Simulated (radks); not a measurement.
Values are calculated unless marked as measured or tabulated.
Problem. The potassium ion K+, [Ar]. Code: a radial shooting solver on a logarithmic mesh with Libxc functionals. Model: non-relativistic Kohn-Sham, r2SCAN, spin-polarised, spherical densities, point nucleus; meta-GGA in the generalised Kohn-Sham scheme. Every spin shell is full or empty, so the densities are truly spherical. Functionals are evaluated on that one density, not self-consistently. Rank these orbital-free kinetic functionals by their error against the exact value of the orbitals, and give that value: Thomas-Fermi, von Weizsacker, TF + vW, TF + vW/9, TF + vW/5, APBEK, Perdew 92, Thakkar, Pearson, LKT, PG1, DePristo-Kress.

Solution. Exact: 599.114 hartree. From best to worst, with 100 (|E| - |E exact|)/|E exact| (equal figures are ties): DePristo-Kress +0.09, Thakkar -0.11, APBEK +0.28, Perdew 92 -0.55, TF + vW/9 -0.56, Pearson -1.38, TF + vW/5 +4.56, Thomas-Fermi -6.96, PG1 +23.03, LKT +28.60, von Weizsacker -42.43, TF + vW +50.62.
